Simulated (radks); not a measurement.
Task: Successive ionisation energies (eV) of one element, from differences of total energies of ions in their ground configurations, starting at charge 8: 132.85, 148.95, 171.14, 199.20, 228.77, 257.88, 277.12, 307.05, 476.53, 512.08. All-electron calculation, Dirac Kohn-Sham, LDA (Slater exchange, Perdew-Wang correlation), spin-unpolarised, spherical densities, finite nucleus; open shells are shared between the two j in proportion to 2j + 1; Fermi nuclear charge, rms radius 5.0819 fm. Program: a radial shooting solver on a logarithmic mesh with Libxc functionals. Which element is it?

Result: Samarium (Z = 62). The first species listed is Sm8+ in [Kr] 4d10 4f4 5s2 5p2, the last Sm17+ in [Kr] 4d9.
